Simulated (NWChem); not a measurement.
A series in which one site is exchanged, each optimised at PBE0/def2-SVP with NWChem, gas phase unless a solvent is named. Low-valent species are run as closed-shell singlets; no triplet was tried in these runs. def2 effective core potentials on In; no spin-orbit coupling.

A: [CuH] (CuH; site = Cu)
B: [InH] (InH; site = In)
C: [AlH] (AlH; site = Al)
D: [BH] (BH; site = B)

Values for A:

```
Property                                               Value
-----------------------------------------------------  -----
dipole (D), PBE0/def2-SVP                               2.77
orbital gap (eV), PBE0/def2-SVP                         4.79
vertical ionisation energy, ΔSCF, B3LYP/def2-SVP (eV)   9.22
static polarisability, B3LYP/def2-SVPD (bohr³)          33.0
lowest singlet excitation, B3LYP/def2-SVPD, TDA (eV)    3.05
```

Q: How do these values change for the other members?

A: 
```
change from A                                              B      C      D
-----------------------------------------------------  -----  -----  -----
dipole (D), PBE0/def2-SVP                              -2.13  -2.67  -1.17
orbital gap (eV), PBE0/def2-SVP                        -0.85  -0.78  -0.49
vertical ionisation energy, ΔSCF, B3LYP/def2-SVP (eV)  -1.17  -0.99  +0.45
static polarisability, B3LYP/def2-SVPD (bohr³)         +17.6  +12.4  -10.7
lowest singlet excitation, B3LYP/def2-SVPD, TDA (eV)   -0.25  -0.03  -0.18
```
